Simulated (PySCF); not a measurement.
B(H)(NHMe)(OMe) (C2H8BNO), SMILES N(C)BOC. Geometry: PBE0-D3(BJ)/def2-SVP. The structure was generated by enumeration, and PubChem lists no compound with its InChIKey, so it may never have been made. Other conformers were not sampled.

Computed with PBE0-D3(BJ)/def2-SVP run with PySCF 2.14.0.

Harmonic wavenumbers (cm⁻¹): 121, 156, 173, 192, 305, 333, 569, 624, 892, 975, 1009, 1148, 1154, 1168, 1178, 1195, 1279, 1341, 1446, 1465, 1467, 1476, 1479, 1489, 1586, 2615, 3005, 3027, 3079, 3094, 3144, 3164, 3641. Rotational constants (GHz): 15.44, 2.611, 2.299; symmetry number 1.

### Question
Work out the zero-point energy and the ideal-gas rigid-rotor harmonic-oscillator thermochemistry at 298.15 K and 1 atm.

### Answer
ZPE = ½ Σ hcν = ½ × 48989 cm⁻¹ = 293.02 kJ/mol. H − E(el) = 313.20 kJ/mol. Entropy in J/(mol K): translation 162.24, rotation 107.33, vibration 60.87, total 330.44. G − E(el) = 214.68 kJ/mol. Cp = 100.91 J/(mol K). Modes under 150 cm⁻¹ make the vibrational entropy uncertain.
